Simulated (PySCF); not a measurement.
C8H7NSe.
Numbering: `[CH2:1]=[CH:2][c:3]1[cH:4][c:5]([C:6]#[C:7][CH3:8])[se:9][n:10]1` (hydrogens: H11, H12 on C1; H13 on C2; H14 on C4; H15, H16, H17 on C8)

Theory: PBE0-D3(BJ)/def2-SVP geometry optimisation, gas phase in PySCF 2.14.0.

(1) List the bond lengths, angles and torsions at this level.

Results:

(1) 
| bond | length (Å) |
| --- | --- |
| C1=C2 | 1.336 |
| C2–C3 | 1.470 |
| C3–C4 | 1.434 |
| C4–C5 | 1.375 |
| C5–C6 | 1.410 |
| C6≡C7 | 1.216 |
| C7–C8 | 1.450 |
| C5–Se9 | 1.872 |
| Se9–N10 | 1.790 |
| C3–N10 | 1.317 |
| C1–H11 | 1.092 |
| C1–H12 | 1.093 |
| C2–H13 | 1.095 |
| C4–H14 | 1.091 |
| C8–H15, C8–H16, C8–H17 | 1.101 |

Bonds in one row agree within 0.01 Å and their mean is given. A selection of angles:
| angle | degrees |
| --- | --- |
| C1–C2–C3 | 124.3 |
| C2–C3–C4 | 121.7 |
| C2–C3–N10 | 120.4 |
| C4–C3–N10 | 117.9 |
| C3–C4–C5 | 113.7 |
| C4–C5–C6 | 129.1 |
| C4–C5–Se9 | 107.7 |
| C6–C5–Se9 | 123.3 |
| C5–C6–C7 | 178.6 |
| C6–C7–C8 | 179.6 |
| C5–Se9–N10 | 90.6 |
| C3–N10–Se9 | 110.2 |

Dihedral angles: C1–C2–C3–C4 179° (antiperiplanar). The mirror-image conformer, all signs reversed, is as good.

The 5-membered ring C3–C4–C5–Se9–N10 has internal angles of 90.6° to 117.9° (sum 540°, against 540° for a flat polygon); it is planar, 0.00 Å rms from its mean plane, widest ring torsion 0°. The 7 C–C bonds span 1.216 Å (C6≡C7, drawn triple) to 1.470 Å (C2–C3, drawn single), a spread of 0.254 Å. Of the pairs four or more bonds apart, N10···H12 is among the closest relative to their van der Waals radii: 2.60 Å, 95 % of the sum of Bondi's values. The 10 heavy atoms lie in one plane (0.003 Å rms).

PBE0-D3(BJ)/def2-SVP frequencies: not computed here. One conformer, not necessarily the lowest.
